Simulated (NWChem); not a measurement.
**Ionisation of H$_{3}$Si$_{2}$**

```
Si
H 1 1.4997
H 1 1.4997 2 108.02
H 1 1.5079 2 107.47 3 -115.68
Si 1 2.3817 2 116.09 4 -111.93
```
Charge 0, spin multiplicity 2.

Program: NWChem. The geometry was optimised at UPBE0/def2-SVP, a minimum by its harmonic frequencies.

Basis set: def2-TZVPD. The species with one electron less has spin multiplicity 1 and keeps the geometry of the parent. Δ marks differences of total energies (open shells unrestricted). −ε marks an orbital energy of the parent. That orbital need not have the symmetry of the hole or added electron in the Δ rows. That singlet is a closed-shell solution.

B3LYP has NWChem's definition, with VWN1-RPA local correlation. This spin state was chosen for the runs; another may lie lower. The structure started from a generated list of species. The unpaired electrons of the parent sit in orbitals of symmetry a" (Cs labels of the run); other states weren't searched. The stability of the SCF solutions was not checked.

### Question
One of these methods gave a first vertical ionisation energy of 5.44 eV. Which?
A) ΔB3LYP
B) −ε(alpha HOMO) of TPSS
C) −ε(alpha HOMO) of PBE
D) −ε(alpha HOMO) of B3LYP

### Answer
D, −ε(alpha HOMO) of B3LYP. The others give 4.73 (−ε(alpha HOMO) of PBE), 4.89 (−ε(alpha HOMO) of TPSS), 7.81 (ΔB3LYP).
